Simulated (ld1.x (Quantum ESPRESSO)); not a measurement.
Hg (Z = 80), PAW: configuration errors across variants

| Property | Result |
| --- | --- |
| Element | mercury |
| Generator | ld1.x (Quantum ESPRESSO) 7.5 |
| Type | PAW |
| Functional | BP86 |
| Relativity | fully relativistic |
| Frozen core | [Xe] 4f14 |
| Valence charge | 12 |
| Reference configuration | 5d10 6s0.5 6p0 (charge +1.5) |
| Partial waves | 6s (bound): rcut 1.70, rcutus 2.20 bohr; 6s channel at 3.5 Ry: rcut 1.70, rcutus 2.20 bohr; 6p (bound, empty): rcut 2.15, rcutus 2.65 bohr; 6p channel at 0.4 Ry: rcut 2.15, rcutus 2.65 bohr; 5d (bound): rcut 1.65, rcutus 2.00 bohr; 5d channel at 1 Ry: rcut 1.65, rcutus 2.00 bohr |
| Local potential | all-electron potential smoothed inside 2.35 bohr (lloc = -1) |
| Core correction | Bessel-smoothed model core inside 1.30 bohr |
| Augmentation charge | GAUSS, radius 1.45 bohr |

Open shells are filled in proportion to 2j + 1 (rel_dist='average').

All-electron excitation energies from the reference (eV): (1) 5d10 6s2 6p0 -19.381; (2) 5d10 6s1 6p0 -8.497; (3) 5d10 6s0 6p0 10.636; (4) 5d10 6s0 6p2 -6.890; (5) 5d8 6s0 6p0 96.112; (6) 5d9 6s2 6p0 -3.722; (7) 5d9 6s2 6p1 -9.087.

8 further variants failed, have other tests or another functional or relativity, and are left out.

Errors AE − PS in meV (a dash: test not solved or not reliable):

| change | (1) | (2) | (3) | (4) | (5) | (6) | (7) | bound ghosts |
| --- | --- | --- | --- | --- | --- | --- | --- | --- |
| base | 0.0 | -0.1 | -0.3 | +0.2 | -334 | -9.0 | -6.9 | not determined |
| waves 6p (bound): rcut 2.15, rcutus 2.40 bohr; 6p channel at 0.4 Ry: rcut 2.15, rcutus 2.40 bohr | 0.0 | -0.2 | -0.3 | -0.3 | -334 | -9.0 | -12 | not determined |
| local potential all-electron potential smoothed inside 1.80 bohr (lloc = -1) | -0.7 | +0.2 | +0.9 | +1.1 | -343 | -83 | -74 | not determined |
| wave 6s channel at 3.5 Ry: rcut 1.70, rcutus 2.20 bohr becomes 6s channel at -0.71 Ry: rcut 1.70, rcutus 2.20 bohr | 0.0 | -0.2 | -0.3 | +0.2 | -334 | -11 | -8.3 | not determined |

(1) Give the same row for: local potential all-electron potential smoothed inside 2.88 bohr (lloc = -1).

Results:

(1) -2.4, -0.4, -0.5, -0.1, –, -27, -27; bound ghosts: not determined. Not counted: 5d8 6s0 6p0 (solver errors, printed error -575 eV).
